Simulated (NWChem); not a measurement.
Species: C₂H₆OSi; SMILES O=CC[SiH3]

```xyz
10

O     -0.4665     2.1116    -0.2183
C      0.1600     1.2862     0.3912
C      0.8021     0.0805    -0.2172
Si    -0.2492    -1.4904     0.0030
H      0.2802     1.3675     1.5049
H      1.7740    -0.1193     0.2645
H      0.9469     0.2448    -1.2967
H     -1.5448    -1.3444    -0.7205
H     -0.5173    -1.7221     1.4545
H      0.5083    -2.6534    -0.5463
```
Atoms are numbered in this order, from 1.

Computed with NWChem. Pople sets run with spherical d functions. The geometry was optimised at PBE0/def2-SVP. LC-ωPBE (HJS hole) with 6-31G*; x = 1 − exp(−ω/0.25 bohr⁻¹) is a scale chosen for this fit.

```
row           x  −ε(HOMO) (eV)
--------  -----  -------------
ω = 0.05  0.181           6.32
ω = 0.20  0.551           8.28
ω = 0.35  0.753           9.64
ω = 0.50  0.865       withheld
ω = 0.80  0.959          11.56
```

Q: Fit a straight line of the last column on the one before it, predict the withheld value, and compare with the run.

A: 
1. Means of the 4 shown rows: x = 0.6110, y = 8.950. Slope Σ(x − x̄)(y − ȳ)/Σ(x − x̄)² = 2.177/0.3298 = 6.603; intercept 4.916.
2. The shown rows scatter about the line by 0.263 (root mean square); the largest residual is +0.31, at ω = 0.80.
3. At x = 0.865 (ω = 0.50; inside the shown range) the line gives 10.63.
4. The run gives 10.56, -0.07 from the line, 0.3 times the scatter.
